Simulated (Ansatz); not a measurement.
Isolated molecules relaxed with PBE0-D4/def2-TZVP in Ansatz; ΔE leaves out vibrations. CBS: MP2 limit from def2 TZ/QZ plus the TZ coupled-cluster correction, frozen cores. Functionals use def2-TZVPP. B3LYP here is the variant with VWN-RPA as its local correlation; programs differ in this. HSE06 is defined as in plane-wave codes. For Ga outer-core shells are correlated without core-valence functions, which leaves a few kJ/mol of doubt a bond. Scalar relativity is left out up to krypton. One conformer a species, not always the lowest.

Consider the redistribution: `C[Si@H](O)[Si@H](O)F` + `C[O][GaH2]` → `CO[SiH](O)F` + `C[SiH](O)[GaH2]`.

```csv
level,ΔE (kJ/mol),difference from CCSD(T)/CBS
LDA (SPW92),-57.9,13.8
PBE-D4,-54.8,16.9
BLYP-D4,-57.4,14.3
r2SCAN-D4,-65.1,6.6
B97M-V,-66.5,5.2
B3LYP-D4,-67.1,4.6
r2SCANh-D4,-68.8,2.9
r2SCAN0-D4,-73.8,-2.1
HSE06-D4,-66.5,5.2
BHLYP-D4,-78.2,-6.5
CAM-B3LYP-D4,-69.8,1.9
ωB97M-V,-74.0,-2.3
B2PLYP,-68.6,3.1
PBE-QIDH,-72.1,-0.4
PBE,-55.8,15.9
revPBE,-55.6,16.1
BLYP,-59.3,12.4
r2SCAN,-65.5,6.2
PBE0,-67.5,4.2
B3LYP,-68.7,3.0
r2SCANh,-69.2,2.5
r2SCAN0,-74.3,-2.6
HSE06,-67.4,4.3
BHLYP,-79.2,-7.5
CAM-B3LYP,-70.8,0.9
LC-ωPBE,-67.0,4.7
HF/def2-SVP,-73.4,-1.7
MP2/def2-SVP,-53.5,18.2
CCSD/def2-SVP,-55.8,15.9
CCSD(T)/def2-SVP,-52.1,19.6
HF/def2-TZVPP,-88.5,-16.8
MP2/def2-TZVPP,-70.3,1.4
SCS-MP2/def2-TZVPP,-70.5,1.2
CCSD/def2-TZVPP,-74.5,-2.8
CCSD(T)/def2-TZVPP,-70.3,1.4
MP2/def2-QZVPP,-71.2,0.5
SCS-MP2/def2-QZVPP,-71.2,0.5
HF/CBS(def2),-88.9,-17.2
MP2/CBS(def2),-71.7,0.0
CCSD/CBS(def2),-75.9,-4.2
CCSD(T)/CBS,-71.7,0
```

Largest T1 diagnostic among the species: 0.015.

From PBE to PBE0 (25 % exact exchange), in def2-TZVPP and without D4, ΔE moves by −11.7 kJ/mol. In def2-TZVPP, CCSD(T) changes the Hartree–Fock value by +18.2 kJ/mol (the triples alone add +4.2 kJ/mol) and MP2 by +18.2 kJ/mol.
